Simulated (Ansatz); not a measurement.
Job for Ansatz (a program for electronic structure): R-CCSD(T)/aug-cc-pVTZ on C3 (SMILES [C]=C=[C]), atoms moved off the minimum.

Ansatz 0.2 input:
```yaml
crystal:
  periodic: [false, false, false]
  atoms:
    - {symbol: C, position_ang: [-0.07011375, -0.08254907, -1.33215501]}
    - {symbol: C, position_ang: [0.00461195, 0.03802279, -0.11193764]}
    - {symbol: C, position_ang: [-0.03176072, -0.01520727, 1.42453005]}
basis:
  gaussian:
    orbitals: aug-cc-pVTZ
magnetization: {spin_polarized: false}
correlation: {method: ccsd_t, electrons: outside_noble_gas}
scf: {lower_state_search: off}
output: {forces: true}
```

The head of its log:

```
WARN ansatz: RAYON_NUM_THREADS=1 ignored (pool sized by the plan → 1); use --threads N
Functional definition: HF
these checks for a lower state are left out or cut short: starts, cluster_reference, orbital_swaps, neighbouring_geometries, increment
integrals: 0.28 GiB planned
837 factors; integrals over basis functions are off by at most 8.1e-4 eV
mean field: 0.25 GiB planned
mean field evaluation 1: about -3079.2185 eV, gradient 3.7e1 eV
mean field evaluation 2: about -3079.2214 eV, gradient 3.7e1 eV
mean field evaluation 4: about -3083.5836 eV, gradient 4.7e0 eV
mean field evaluation 8: about -3083.7247 eV, gradient 2.5e-1 eV
mean field -3083.72516423 eV, -113.3248095616 hartree, gradient 5.6e-6 eV, S^2 0.000000; 0 other end points of the search recorded, 0 dependent functions left out; unrestricted orbitals would lower it
3 core orbitals not correlated
reference -3083.72516423 eV, -113.3248095616 hartree; 6, 6 occupied and 129, 129 virtual orbitals, 837 factors
densities: 1.28 GiB planned
```

Give the final energy of this run.

-113.7891 hartree (reference determinant -113.3248, T1 diagnostic 0.035).
